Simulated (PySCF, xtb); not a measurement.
CH4ClFOSi2, SMILES O=C([SiH2]Cl)[SiH2]F. Other conformers were not sampled.

Harmonic wavenumbers (cm⁻¹) from xtb with GFN2-xTB at its own minimum, in rising order: 25, 35, 77, 114, 232, 295, 338, 425, 472, 509, 531, 537, 554, 678, 702, 739, 754, 804, 850, 1678, 2303, 2329, 2361, 2388.

Task: What does PySCF with PBE-D3(BJ)/def2-SVP give at its own minimum? (An estimate is asked for; the answer gives what the named calculation found.)

Result: 33, 47, 72, 91, 245, 294, 329, 399, 495, 542, 618, 648, 691, 783, 809, 845, 884, 903, 924, 1675, 2164, 2178, 2195, 2199. Paired by order, the mean absolute difference is 73 cm⁻¹ and the zero-point energies are 28.2 and 28.7 kcal/mol.
